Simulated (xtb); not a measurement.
propoxymethylsilane (C4H12OSi), SMILES CCCOC[SiH3]. All values are semi-empirical tight-binding results from xtb (GFN2-xTB unless named), good for trends rather than for accurate numbers. Geometry: GFN2-xTB. The values are those of a single conformer.

Computed properties:
```
Item                                               Value
-----------------------------------------  -------------
orbital gap                                      5.78 eV
dipole moment                                     1.02 D
zero-point energy                          92.6 kcal/mol
G − E(el) at 298.15 K (modified RRHO)      71.0 kcal/mol
static polarisability (D4 model)              85.0 bohr³
solvation energy, GFN2-xTB/ALPB(water)     -0.9 kcal/mol
solvation energy, GFN2-xTB/ALPB(methanol)  -5.2 kcal/mol
```
